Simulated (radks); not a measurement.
Results of a calculation; reference values are marked as such.
Spherical quantum dot in the effective-mass picture: electrons in a parabolic well V = omega^2 r^2 / 2 with omega = 0.938, all in effective atomic units (hartree* = m*/eps^2 hartree, bohr* = eps/m* bohr), one dielectric constant everywhere. Level of theory: non-relativistic Kohn-Sham, r2SCAN, spin-polarised, spherical densities, generalised Kohn-Sham scheme (a radial shooting solver with Libxc functionals). Levels are named by radial order and angular momentum (1s, 1p, 1d, 2s, ...), and open shells are averaged over m. Results are scaled to m* = 0.121 and eps = 6.4, for which hartree* = 80.39 meV and bohr* = 2.799 nm.

N = 12, configuration 1s2 1p6 1d(up 4, down 0). This is the lowest configuration that the search found. Occupied and some empty levels:

level,occupation,eigenvalue (meV),<r> (nm)
1s up,1,553.71,4.536
1s down,1,557.63,4.330
1p up,3,594.88,5.584
1p down,3,603.34,5.487
1d up,4,643.28,6.348
1d down,0,654.05,6.315
2s up,0,656.45,5.497
2s down,0,662.16,5.591
1f up,0,697.33,6.980
1f down,0,709.46,6.970
2p up,0,714.32,6.287
2p down,0,721.69,6.262

Energy (meV): total 4839.74, kinetic 784.80, external 1882.6, Hartree 2585.6, exchange-correlation -413.26.
